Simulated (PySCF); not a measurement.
**Computed structure and properties of [BiF4]−**

System: [BiF4]− (singlet); start: template (Td). Method: PySCF 2.14.0, RKS PBE0, Bi def2-SVP with ECP60, F def2-SVP; non-relativistic Hamiltonian with scalar-relativistic core potentials where named; density fitting; no spin-orbit coupling.

Input of the relaxation:

```python
mol = gto.M(atom='''
Bi    -0.00000     0.00000    -0.00000
F      1.13210     1.13210     1.13210
F     -1.13210    -1.13210     1.13210
F      1.13210    -1.13210    -1.13210
F     -1.13210     1.13210    -1.13210''',
    basis={'Bi': 'def2-SVP', 'F': 'def2-SVP'},
    ecp={'Bi': 'def2-SVP'},
    charge=-1, spin=0)
mf = dft.RKS(mol, xc='PBE0')
mf.grids.atom_grid = (50, 194)
mf = mf.density_fit()  # fitting sets: Bi def2-universal-JKFIT, F def2-universal-JKFIT
mf.conv_tol = 1e-08; mf.max_cycle = 55
mf.kernel(dm0)  # dm0: converged density of the start geometry
# quasi-Newton relaxation in Cartesian coordinates to a largest gradient under 0.00045 Eh/bohr, steps kept in the point group
```

Run from Python with OMP_NUM_THREADS=2; the lines above give its settings. Where DIIS fails, smearing, a level shift and second-order steps follow.
It took 8.2 s on 2 threads of Intel(R) Xeon(R) Platinum 8488C (Sapphire Rapids), on a shared host, from the converged density of the start.

Course of the relaxation:

```
step  energy above end (eV)  largest force component within the symmetry (eV/Å)
   0                 1.5071                                               2.747
   1                 0.0333                                               0.317
   2                 0.0040                                               0.103
   3                 0.0000                                               0.005
```

Relaxed geometry (Td):

```xyz
5

Bi    0.0000    0.0000    0.0000
F     1.2365    1.2365    1.2365
F    -1.2365   -1.2365    1.2365
F     1.2365   -1.2365   -1.2365
F    -1.2365    1.2365   -1.2365
```

| contact | Å |
| --- | --- |
| Bi1–F2 (F) | 2.142 |
| Bi1–F3 (F) | 2.142 |
| Bi1–F4 (F) | 2.142 |
| Bi1–F5 (F) | 2.142 |

On the finer grid (75, 302):

The HOMO is -2.23 eV and the LUMO is 4.49 eV. The dipole about the centre of mass is 0.00 D, the set of Mulliken populations of Bi1 outside the core potential is s 4.03, p 7.37, d 10.30 and the D3(BJ) dispersion energy (not in the energies) is -0.064 eV.

| atom | Mulliken (e) | Löwdin (e) | spin (e) |
| --- | --- | --- | --- |
| Bi1 | 1.29 | 1.02 | 0.00 |
| F2 | -0.57 | -0.51 | 0.00 |
| F3 | -0.57 | -0.51 | 0.00 |
| F4 | -0.57 | -0.51 | 0.00 |
| F5 | -0.57 | -0.51 | 0.00 |

On the grid (50, 194), as all that follows. Harmonic modes: a minimum; lowest 72 cm⁻¹ (negative: unstable), highest 502 cm⁻¹, zero-point energy 0.148 eV.

Taking off one F (charge -1, singlet; the rest: singlet) in vacuum, both parts rigid, costs 4.88 eV; the small basis without counterpoise inflates it.

Rigid scan of F along the line from its metal:

```csv
distance to F2 (Å),energy (eV)
1.84,1.059
1.94,0.393
2.04,0.082
2.14,0.000
2.24,0.061
2.34,0.209
2.54,0.627
2.84,1.304
3.24,2.070
3.74,2.751
```

One start shape was tried, so this needn't be the lowest isomer.
